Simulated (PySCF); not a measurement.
Job file and geometry (Å, from GFN2-xTB) of an NMR shielding run on `C#C/C(F)=C/CC(F)(F)F`, C₆H₄F₄, GIAO PBE0/pcSseg-1 NMR shielding, non-relativistic, gas phase in PySCF; density fitting, a coarse starting grid and PySCF grid level 2 are the driver's defaults:

```
$ OMP_NUM_THREADS=1 python probes_run.py task.json out

{"job": {"kind": "nmr", "xc": "PBE0", "basis": "pcSseg-1"}, "charge": 0, "multiplicity": 1}
C      3.691476    -0.231564     0.032553
C      2.540330     0.106503     0.076348
C      1.205356     0.558681     0.176989
F      1.036308     1.639276     0.969986
C      0.164875     0.011926    -0.449563
C     -1.238383     0.514422    -0.318460
C     -2.143278    -0.571568     0.240711
F     -3.418375    -0.162376     0.323539
F     -1.782772    -0.957112     1.471210
F     -2.146207    -1.675992    -0.521624
H      4.689601    -0.550988    -0.023650
H      0.329990    -0.850363    -1.075553
H     -1.642263     0.796789    -1.294945
H     -1.287336     1.371894     0.355359
```

**Question.** What does the program print?

**Answer.** 
```
coarse grid: 13344 points
cycle   1  E = -629.3788194185  dE =  1.674e+00  |g| = 9.804e-01  |ddm| = 3.566e+00
cycle   2  E = -629.2390176077  dE =  1.398e-01  |g| = 1.405e+00  |ddm| = 1.456e+00
cycle   3  E = -629.5410369985  dE = -3.020e-01  |g| = 1.118e-01  |ddm| = 8.383e-01
cycle   4  E = -629.5420247704  dE = -9.878e-04  |g| = 8.985e-02  |ddm| = 1.401e-01
cycle   5  E = -629.5439243142  dE = -1.900e-03  |g| = 2.349e-02  |ddm| = 6.965e-02
cycle   6  E = -629.5440456538  dE = -1.213e-04  |g| = 5.761e-03  |ddm| = 2.044e-02
cycle   7  E = -629.5440521173  dE = -6.463e-06  |g| = 2.347e-03  |ddm| = 6.305e-03
final grid: 135152 points
cycle   8  E = -629.6307120766  dE = -5.121e-05  |g| = 9.305e-03  |ddm| = 4.712e-02
cycle   9  E = -629.6306840238  dE =  2.805e-05  |g| = 1.509e-02  |ddm| = 1.993e-02
cycle  10  E = -629.6307302313  dE = -4.621e-05  |g| = 1.416e-03  |ddm| = 1.253e-02
cycle  11  E = -629.6307306982  dE = -4.669e-07  |g| = 4.298e-04  |ddm| = 1.543e-03
cycle  12  E = -629.6307307338  dE = -3.556e-08  |g| = 1.584e-04  |ddm| = 3.731e-04
cycle  13  E = -629.6307307376  dE = -3.837e-09  |g| = 6.305e-05  |ddm| = 1.208e-04
cycle  14  E = -629.6307307385  dE = -8.920e-10  |g| = 1.801e-05  |ddm| = 5.136e-05
converged SCF energy = -629.6307307385

GIAO shielding tensors (ppm)
atom      isotropic    diamagn.    paramagn.     s11        s22        s33       span
  0 C       94.971     257.453    -162.482     30.811     44.673    209.428    178.617
  1 C      107.252     252.900    -145.648     10.341     11.438    299.978    289.637
  2 C       32.862     246.702    -213.840    -62.748     78.218     83.115    145.864
  3 F      279.276     474.372    -195.096    187.921    285.832    364.074    176.154
  4 C       68.830     258.119    -189.289    -36.996     90.567    152.920    189.916
  5 C      151.326     248.802     -97.475    129.920    147.336    176.724     46.805
  6 C       52.420     243.157    -190.737     49.537     51.678     56.043      6.506
  7 F      249.738     468.612    -218.874    160.614    246.335    342.265    181.651
  8 F      250.858     475.453    -224.594    166.727    252.148    333.700    166.974
  9 F      256.935     474.634    -217.699    168.984    260.025    341.797    172.813
 10 H       28.797      33.013      -4.216     24.817     24.928     36.645     11.827
 11 H       26.022      32.380      -6.358     22.885     24.813     30.367      7.483
 12 H       29.028      28.345       0.683     24.649     28.006     34.430      9.781
 13 H       28.110      29.579      -1.469     23.894     28.693     31.743      7.849
```

**Question.** Turn these shieldings into chemical shifts. δ = σ(ref) − σ, references computed at the same level: TMS for 13C (186.93 ppm) and 1H (31.72 ppm); CFCl3 for 19F (170.95 ppm).

**Answer.** Averaging equivalent atoms: C 2: 154.1; C 6: 134.5; C 4: 118.1; C 0: 92.0; C 1: 79.7; C 5: 35.6; F 7/8/9: -81.6; F 3: -108.3; H 11: 5.70; H 12/13: 3.15; H 10: 2.92 ppm. Unscaled 19F shifts against computed CFCl3 carry errors that often reach 10 to 50 ppm.

Size and cost of the density-fitted run: 190 basis functions, 25 s wall time on 1 thread of an Arm Neoverse V2, shared host; peak memory 0.83 GiB.
